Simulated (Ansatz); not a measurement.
A nudged elastic band was laid between two geometries of ClGaH3N + H4Si (11 atoms, charge 0, multiplicity 1).

The calculation used Ansatz, RKS PBE-D4/def2-mTZVP.

```json
{
 "movable images": "9",
 "climbing image": "yes",
 "spring": "5.0 eV/Å²",
 "optimiser": "quadratic models (default)",
 "start path": "through a guess of the saddle point",
 "force threshold": "0.03 eV/Å",
 "iteration limit": "60",
 "end points": "relaxed"
}
```

First end point:

```xyz
11
Properties=species:S:1:pos:R:3
Ga 0.021 -0.448 -0.063
Cl 0.112 -1.502 1.843
N 1.633 -0.377 -0.913
H 2.497 -0.606 -0.428
H 1.797 0.187 -1.744
H -1.353 -0.027 -0.670
Si 0.095 3.133 1.251
H 0.812 3.570 2.486
H 0.838 3.582 0.034
H -1.296 3.678 1.232
H 0.024 1.633 1.237
```

Last end point:

```xyz
11
Properties=species:S:1:pos:R:3
Ga -0.034 0.565 -0.316
Cl 0.517 -0.465 2.685
N 1.451 0.059 -1.272
H 1.560 -0.861 -1.695
H 2.335 0.562 -1.243
H -1.281 -0.392 -0.402
Si 0.079 2.764 0.678
H -0.222 2.693 2.159
H 1.445 3.379 0.566
H -0.908 3.741 0.108
H 0.237 0.777 2.997
```

Q: What changes between the two ends?

A: Bonds broken: Ga1–Cl2, Si7–H11. Bonds formed: Ga1–Si7, Cl2–H11. ClGaH3N + H4Si becomes ClH + GaH6NSi.

Q: What energy profile does the band end with?

A: It converged. The highest image is number 6 of 0 to 10, 1.50 eV above the first end and 0.47 eV above the last; the last end lies 1.02 eV above the first. The profile has 2 maxima (images 2, 6) with wells between them (image 5): this band takes more than one step, which may be the mechanism or a detour left from its start path. A structure lower than the first end lies on the path between it and the top, so the climb from that side starts below the end, which may itself be a saddle point or a shallow side well. Neighbouring images differ by up to 1.5 eV, so the band resolves the path poorly. A vibrational analysis at the climbing image gives one clearly imaginary mode, 613i cm⁻¹: a first-order saddle point. The orbitals stay closed-shell, which can raise the energy where a bond breaks towards radicals; this wasn't checked here.

| image | path coordinate (Å) | energy (eV) | Ga1–Cl2 (Å) | Si7–H11 (Å) | Ga1–Si7 (Å) |
| --- | --- | --- | --- | --- | --- |
| 0 | 0.00 | 0.00 | 2.18 | 1.50 | 3.82 |
| 1 | 1.97 | 0.00 | 2.18 | 1.50 | 3.77 |
| 2 | 3.93 | 0.28 | 2.20 | 1.52 | 3.46 |
| 3 | 5.89 | -0.01 | 2.18 | 1.50 | 3.81 |
| 4 | 7.86 | -0.01 | 2.18 | 1.50 | 3.73 |
| 5 | 9.82 | -0.03 | 2.18 | 1.51 | 3.51 |
| 6 | 11.78 | 1.50 | 2.59 | 1.93 | 2.58 |
| 7 | 13.05 | 1.09 | 3.08 | 2.79 | 2.42 |
| 8 | 14.33 | 1.03 | 3.18 | 3.24 | 2.41 |
| 9 | 15.60 | 1.03 | 3.20 | 3.07 | 2.42 |
| 10 | 16.87 | 1.02 | 3.22 | 3.06 | 2.42 |

Q: What is the geometry of the highest image?

A: 
```xyz
11
Properties=species:S:1:pos:R:3
Ga 0.085 0.356 -0.168
Cl -0.169 -0.495 2.262
N 1.813 0.114 -0.773
H 1.986 -0.743 -1.303
H 2.559 0.229 -0.085
H -1.251 -0.024 -0.879
Si 0.054 2.722 0.869
H 1.344 3.156 1.489
H -0.071 3.369 -0.482
H -1.097 3.182 1.707
H -0.074 0.956 1.630
```

The band took 31 iterations and about 20 core-minutes.

Run time: 5.3 min on 4 threads of Arm Neoverse V2, with other jobs on the host, peak memory 0.19 GiB.
